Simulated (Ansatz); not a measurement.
Reaction (homolysis of the B–O bond): `CB(O)[SeH]` → `C[B][SeH]`• + `[OH]`•

Calculated with Ansatz (gas phase, PBE0-D4/def2-TZVP geometries, no zero-point term in ΔE). CCSD(T)/CBS adds triple-zeta CCSD(T) − MP2 to the extrapolated MP2 energy (def2 sets, frozen cores). This one scheme is used for every species. DFT in def2-TZVPP. Open shells (•) are unrestricted, without spin–orbit coupling. For Se outer-core shells are correlated without core-valence functions, which leaves a few kJ/mol of doubt a bond. Scalar relativity is left out up to krypton. One conformer a species, not always the lowest.

```tsv
level	ΔE (kJ/mol)	difference from CCSD(T)/CBS
PBE-D4	613.1	-10.8
B97M-V	606.9	-17.0
r2SCAN0-D4	586.8	-37.1
B2PLYP	610.3	-13.6
r2SCANh	589.8	-34.1
LC-ωPBE	609.1	-14.8
HF/def2-TZVPP	469.4	-154.5
MP2/def2-QZVPP	651.8	27.9
SCS-MP2/def2-QZVPP	638.7	14.8
HF/CBS(def2)	469.6	-154.3
CCSD(T)/CBS	623.9	0
```

(1) What do rigid-rotor, harmonic-oscillator terms from PBE0-D4/def2-TZVP frequencies (298.15 K, 1 bar) make of the CCSD(T)/CBS value? (Estimate.)

Largest T1 diagnostic among the species: 0.014.

Answers

(1) Computed: ΔZPE = -24.0 kJ/mol, ΔH = +605.9 kJ/mol, ΔS = 162 J/(mol·K), ΔG = +557.6 kJ/mol. Open shells count their whole term as degenerate. Modes under 50 cm⁻¹ make the entropy rough.

From BLYP to BHLYP (50 % exact exchange), in def2-TZVPP and without D4, ΔE moves by −6.7 kJ/mol: exact exchange takes away binding that semilocal exchange gives to molecules. In def2-TZVPP, CCSD(T) changes the Hartree–Fock value by +142.4 kJ/mol (the triples alone add +10.8 kJ/mol) and MP2 by +175.4 kJ/mol; breaking electron pairs costs correlation energy, which Hartree–Fock lacks.
